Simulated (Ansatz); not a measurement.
Program: Ansatz. Geometries: PBE0-D4/def2-TZVP. ΔE: electronic, gas phase. CCSD(T)/CBS adds triple-zeta CCSD(T) − MP2 to the extrapolated MP2 energy (def2 sets, frozen cores). DFT in def2-TZVPP. HSE06 is defined as in plane-wave codes. def2 core potentials past Kr. For Ga, In, Se outer-core shells are correlated without core-valence functions, which leaves a few kJ/mol of doubt a bond. Scalar relativity is left out up to krypton. Each species was taken in one conformer, which may not be the lowest.

Consider the redistribution: `[SiH3][O][In]([Cl])[Cl]` + `[NH2][GaH][SeH]` → `[Cl][In]([Cl])[SeH]` + `[NH2][GaH][O][SiH3]`.

`[SiH3][O][In]([Cl])[Cl]`:

Cartesian coordinates in Å:
```
Si 1.236 0.450 -0.777
O 0.101 -0.648 -0.339
In -1.448 -0.695 0.843
Cl -2.026 1.177 2.041
Cl -2.637 -2.645 0.985
H 1.069 1.725 -0.025
H 1.118 0.734 -2.232
H 2.588 -0.100 -0.496
```

`[NH2][GaH][SeH]`:

Cartesian coordinates in Å:
```
N -0.772 1.289 -0.009
Ga -0.124 -0.381 -0.260
Se 1.788 -0.891 0.969
H -0.357 1.970 0.602
H -1.590 1.643 -0.473
H -0.808 -1.389 -1.227
H 1.863 -2.241 0.398
```

`[Cl][In]([Cl])[SeH]`:

Z-matrix (Å, degrees):
```
In
Cl 1 2.310
Se 1 2.472 2 121.8
Cl 1 2.307 2 116.4 3 -179.9
H 3 1.470 1 90.1 2 0.4
```

`[NH2][GaH][O][SiH3]`:

Z-matrix (Å, degrees):
```
Si
O 1 1.625
H 1 1.489 2 110.2
H 1 1.489 2 110.2 3 119.7
H 1 1.493 2 111.6 3 -120.1
Ga 2 1.786 1 139.8 3 120.1
N 6 1.801 2 112.1 1 179.6
H 6 1.548 2 121.1 1 -0.5
H 7 1.004 6 124.5 2 180.0
H 7 1.005 6 122.7 2 -0.0
```

```csv
level,ΔE (kJ/mol),difference from CCSD(T)/CBS
LDA (SPW92),-54.3,-7.4
PBE-D4,-49.6,-2.7
revPBE-D4,-49.1,-2.2
r2SCANh-D4,-52.5,-5.6
PBE,-49.6,-2.7
BLYP,-52.3,-5.4
HSE06,-52.0,-5.1
RPA@PBE/def2-TZVPP,-48.1,-1.2
MP2/def2-TZVPP,-52.5,-5.6
MP2/def2-QZVPP,-50.9,-4.0
CCSD(T)/CBS,-46.9,0
```

Largest T1 diagnostic among the species: 0.014.

In def2-TZVPP, CCSD(T) changes the Hartree–Fock value by +6.1 kJ/mol (the triples alone add +1.5 kJ/mol) and MP2 by +3.2 kJ/mol. From BLYP to BHLYP (50 % exact exchange), in def2-TZVPP and without D4, ΔE moves by −3.4 kJ/mol. Leaving LDA and LC-ωPBE aside and taking each functional with its dispersion term where it has one, the values, not all of them listed here, spread over 6.8 kJ/mol, from BHLYP-D4 to revPBE-D4. LDA lies −4.7 kJ/mol from PBE without D4.
